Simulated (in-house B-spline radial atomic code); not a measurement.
Radial electron density of Dy3+, [Xe] 4f9. All numbers are computed (scalar-relativistic (X2C) wB97X, spin-polarised, spherical fractional occupations, exact exchange averaged over the configuration; Fermi nucleus of rms radius 5.2218 fm) with an all-electron radial atomic-structure program (B-spline basis), not measured.

One-electron X2C: radii and densities carry no picture-change correction, so inner-shell <1/r> comes out high (for 1s by about 2 % at Z = 33, 5 % at 54, 10 % at 75, 30 % at 118) and <r> low.

Columns: r (bohr), 4πr²n(r) (electrons per bohr), bar.

```
0.000459    2.367 #
0.000565    3.217 #
0.000695    4.356 ##
0.000855    5.878 ##
 0.00105    7.878 ###
  0.0013    10.62 ####
 0.00159    13.99 #####
 0.00196    18.47 #######
 0.00241    24.06 #########
 0.00297    31.03 ############
 0.00366    39.39 ###############
  0.0045    48.91 ##################
 0.00554    59.39 ######################
 0.00682    70.02 ##########################
 0.00839    79.64 ##############################
  0.0103    86.81 ################################
  0.0127     90.3 ##################################
  0.0156    89.29 #################################
  0.0192    84.63 ################################
  0.0237    79.19 ##############################
  0.0291    77.76 #############################
  0.0359    84.23 ###############################
  0.0441    98.06 #####################################
  0.0543    112.7 ##########################################
  0.0668    117.8 ############################################
  0.0822    108.4 #########################################
   0.101    93.45 ###################################
   0.125    88.97 #################################
   0.153     98.7 #####################################
   0.189    104.3 #######################################
   0.232    87.22 #################################
   0.286    58.14 ######################
   0.352    45.57 #################
   0.433    51.79 ###################
   0.533    53.75 ####################
   0.655    41.14 ###############
   0.806    25.25 #########
   0.992    16.14 ######
    1.22    11.96 ####
     1.5    8.174 ###
    1.85     4.25 ##
    2.28    1.544 #
     2.8   0.3678 
    3.45   0.0542 
    4.24 0.004757 
    5.22 0.0002166
```

On this grid the curve has 4 maxima, near 0.0127, 0.0668, 0.189, 0.533 bohr.

The 5p up radial function P(r) = rR(r), positive near the nucleus:

```
r (bohr)          P
0.000855   0.001147
  0.0013   0.002183
 0.00196   0.004168
 0.00297   0.008097
  0.0045    0.01574
 0.00682    0.03026
  0.0103    0.05629
  0.0156    0.09975
  0.0237     0.1616
  0.0359      0.221
  0.0543     0.2173
  0.0822    0.06391
   0.125    -0.2191
   0.189    -0.3103
   0.286    0.09299
   0.433     0.4932
   0.655    0.05064
   0.992    -0.7698
     1.5    -0.9059
    2.28    -0.4319
    3.45   -0.08054
    5.22  -0.004407
```
